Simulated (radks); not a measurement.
Species: Cl2+. Configuration: [Ne] 3p(up 2, down 2) 3s(up 1, down 0) (spins set by hand, not the high-spin state). Calculated with a radial shooting solver on a logarithmic mesh with Libxc functionals: non-relativistic Kohn-Sham, r2SCAN, spin-polarised, spherical densities, point nucleus; meta-GGA in the generalised Kohn-Sham scheme.

Normalised radial functions P(r) = r R(r), r in bohr:

r	2p up	3s down
0.006798	0.0068	0.0773
0.007665	0.0086	0.0859
0.008642	0.0108	0.0952
0.009744	0.0136	0.1052
0.01099	0.0171	0.1161
0.01239	0.0215	0.1276
0.01397	0.0270	0.1399
0.01575	0.0338	0.1527
0.01775	0.0423	0.1660
0.02002	0.0528	0.1795
0.02257	0.0657	0.1930
0.02545	0.0815	0.2061
0.02846	0.0994	0.2176
0.03209	0.1227	0.2285
0.03618	0.1508	0.2373
0.0408	0.1846	0.2433
0.046	0.2250	0.2455
0.05186	0.2728	0.2429
0.05848	0.3288	0.2343
0.06593	0.3939	0.2187
0.07434	0.4684	0.1950
0.08382	0.5527	0.1623
0.0945	0.6465	0.1200
0.1066	0.7491	0.0679
0.1201	0.8590	0.0064
0.1344	0.9663	-0.0584
0.1515	1.0830	-0.1337
0.1708	1.1968	-0.2117
0.1926	1.3023	-0.2877
0.2172	1.3936	-0.3562
0.2448	1.4640	-0.4108
0.2761	1.5067	-0.4447
0.3113	1.5159	-0.4512
0.3509	1.4881	-0.4249
0.3957	1.4219	-0.3621
0.4461	1.3191	-0.2622
0.503	1.1844	-0.1280
0.5672	1.0261	0.0338
0.6344	0.8661	0.2006
0.7153	0.6925	0.3859
0.8064	0.5278	0.5645
0.9093	0.3816	0.7199
1.025	0.2619	0.8364
1.156	0.1711	0.9022
1.303	0.1039	0.9141
1.469	0.0582	0.8738
1.657	0.0299	0.7880
1.868	0.0139	0.6698
2.106	0.0058	0.5350
2.375	0.0022	0.4000
2.656	0.0008	0.2856
2.995	0.0002	0.1842
3.377	0.0001	0.1086
3.807	0.0000	0.0580
4.293	0.0000	0.0278
4.84	0.0000	0.0119
5.457	0.0000	0.0044

2p up: eigenvalue -224.14 eV, 0 radial nodes, <r> = 0.406 bohr, 90 % of the charge inside 0.673 bohr. 3s down (empty): eigenvalue -44.899 eV, 2 radial nodes at r = 0.122, 0.554 bohr, <r> = 1.47 bohr, 90 % of the charge inside 2.19 bohr.
